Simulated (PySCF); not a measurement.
A mixed set of molecules.

All values: B3LYP/def2-SVPD (PySCF) at GFN2-xTB geometries, gas phase, one conformer each. Core orbitals are frozen in the response; Δα² is half the sum of the squared differences of the principal polarisabilities.

(1) Rank by HOMO–LUMO gap, highest first.
A. `O=S(=O)(Cl)C1CC1`
B. `F[Si@H](P)[SiH2]P`
C. `C/C=C/S(=O)(=O)Cl`
D. `CCC1=CPCC1`
E. `C/C=C(\F)C(=O)Cl`
F. `CN(C)[SiH]1CC1`

(2) Rank by mean static polarisability, highest first.
A. `O=S(=O)(Cl)C1CC1`
B. `F[Si@H](P)[SiH2]P`
C. `CCC1=CPCC1`
D. `C/C=C/S(=O)(=O)Cl`
E. `CN(C)[SiH]1CC1`
F. `C#CCPCCC`

(3) Rank by HOMO energy, lowest first.
A. `C/C=C/S(=O)(=O)Cl`
B. `CN(C)[SiH]1CC1`
C. `O=S(=O)(Cl)C1CC1`
D. `F[Si@H](P)[SiH2]P`
E. `C(/C(F)=C/C)(=O)Cl`
F. `N#CC[C@@H]([SiH3])/C(F)=C\F`

## Answers

(1) A (7.05 eV), F (6.63 eV), C (6.35 eV), D (6.06 eV), B (5.82 eV), E (5.39 eV).

(2) B (17.47 Å³), F (14.48 Å³), C (14.12 Å³), E (12.55 Å³), D (11.92 Å³), A (10.99 Å³).

(3) C (-8.82 eV), A (-8.55 eV), E (-7.99 eV), F (-7.35 eV), D (-6.96 eV), B (-6.25 eV).

All values together:

```json
{"SMILES": "CCC1=CPCC1", "formula": "C6H11P", "μ (D)": "1.97", "HOMO (eV)": "-6.29", "LUMO (eV)": "-0.24", "α (Å³)": "14.12", "Δα (Å³)": "5.22", "electrons": "62", "α per electron (Å³)": "0.228"}
{"SMILES": "CN(C)[SiH]1CC1", "formula": "C4H11NSi", "μ (D)": "1.07", "HOMO (eV)": "-6.25", "LUMO (eV)": "0.38", "α (Å³)": "12.55", "Δα (Å³)": "3.41", "electrons": "56", "α per electron (Å³)": "0.224"}
{"SMILES": "C/C=C(\\F)C(=O)Cl", "formula": "C4H4ClFO", "μ (D)": "3.43", "HOMO (eV)": "-7.99", "LUMO (eV)": "-2.60", "α (Å³)": "10.58", "Δα (Å³)": "7.50", "electrons": "62", "α per electron (Å³)": "0.171"}
{"SMILES": "C/C=C/S(=O)(=O)Cl", "formula": "C3H5ClO2S", "μ (D)": "5.27", "HOMO (eV)": "-8.55", "LUMO (eV)": "-2.19", "α (Å³)": "11.92", "Δα (Å³)": "4.73", "electrons": "72", "α per electron (Å³)": "0.166"}
{"SMILES": "N#CC[C@@H]([SiH3])/C(F)=C\\F", "formula": "C5H7F2NSi", "μ (D)": "3.21", "HOMO (eV)": "-7.35", "LUMO (eV)": "-0.64", "α (Å³)": "13.57", "Δα (Å³)": "5.00", "electrons": "76", "α per electron (Å³)": "0.179"}
{"SMILES": "O=S(=O)(Cl)C1CC1", "formula": "C3H5ClO2S", "μ (D)": "4.54", "HOMO (eV)": "-8.82", "LUMO (eV)": "-1.76", "α (Å³)": "10.99", "Δα (Å³)": "3.05", "electrons": "72", "α per electron (Å³)": "0.153"}
{"SMILES": "F[Si@H](P)[SiH2]P", "formula": "FH7P2Si2", "μ (D)": "1.57", "HOMO (eV)": "-6.96", "LUMO (eV)": "-1.14", "α (Å³)": "17.47", "Δα (Å³)": "10.94", "electrons": "74", "α per electron (Å³)": "0.236"}
{"SMILES": "C#CCPCCC", "formula": "C6H11P", "μ (D)": "1.29", "HOMO (eV)": "-6.82", "LUMO (eV)": "0.14", "α (Å³)": "14.48", "Δα (Å³)": "4.19", "electrons": "62", "α per electron (Å³)": "0.234"}
```

Conformers: `[CH3:1][CH2:2][C:3]1=[CH:4][PH:5][CH2:6][CH2:7]1` with C1–C2–C3–C4 118°, C3–C4–P5–C6 -12°, C4–P5–C6–C7 22°, P5–C6–C7–C3 -27°, C2–C3–C7–C6 -162°; `[CH3:1][N:2]([CH3:3])[SiH:4]1[CH2:5][CH2:6]1` with C1–N2–Si4–C5 133°; `[CH3:1]/[CH:2]=[C:3](\[F:4])[C:5](=[O:6])[Cl:7]` with C2–C3–C5–O6 0°; `[CH3:1]/[CH:2]=[CH:3]/[S:4](=[O:5])(=[O:6])[Cl:7]` with C2–C3–S4–O5 -148°; `[N:1]#[C:2][CH2:3][C@@H:4]([SiH3:5])/[C:6]([F:7])=[CH:8]\[F:9]` with C2–C3–C4–Si5 64°, C3–C4–C6–F7 -52°; `[O:1]=[S:2](=[O:3])([Cl:4])[CH:5]1[CH2:6][CH2:7]1` with O1–S2–C5–C6 113°; `[F:1][Si@H:2]([PH2:3])[SiH2:4][PH2:5]` with F1–Si2–P3–H -83° and -176°, F1–Si2–Si4–P5 -50°, Si2–Si4–P5–H -49° and 44°; `[CH:1]#[C:2][CH2:3][PH:4][CH2:5][CH2:6][CH3:7]` with C2–C3–P4–C5 87°, C3–P4–C5–C6 -77°, P4–C5–C6–C7 -173°.

Q: How closely does the mean polarisability follow the number of electrons in this set?

A: The correlation coefficient is 0.22; α per electron runs from 0.153 to 0.236 Å³.
